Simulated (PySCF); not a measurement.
Two species compared at the same levels of theory.

First species: C6H2F4O2.
SMILES: `O=C(F)C1=CC(C(F)(F)F)=CO1`

Second species: C6H9FO2Si2.
SMILES: `F[Si@@H]1CC[Si@H](c2ccco2)O1`

Levels: PBE0/pcSseg-1 for HOMO energy, LUMO energy and HOMO–LUMO gap. Geometries: GFN2-xTB. All species are isolated and taken at one optimised geometry, non-relativistic unless stated. Electronic properties by PySCF.

The conformers computed, where there is a choice (atom-mapped SMILES and torsion angles):
- `[O:1]=[C:2]([F:3])[c:4]1[cH:5][c:6]([C:7]([F:8])([F:9])[F:10])[cH:11][o:12]1`: O1–C2–C4–C5 0°, C5–C6–C7–F8 -91°

The conformers of `F[Si@@H]1CC[Si@H](c2ccco2)O1` aren't listed.

Values for the first species:

* HOMO energy: -8.26 eV
* LUMO energy: -2.37 eV
* HOMO–LUMO gap: 5.89 eV

Q: Estimate the same properties for the second species, and the change in each.

A: 
```tsv
property	first	second	second less first
HOMO energy	-8.26 eV	-6.79 eV	+1.47 eV
LUMO energy	-2.37 eV	-0.30 eV	+2.07 eV
HOMO–LUMO gap	5.89 eV	6.49 eV	+0.60 eV
```

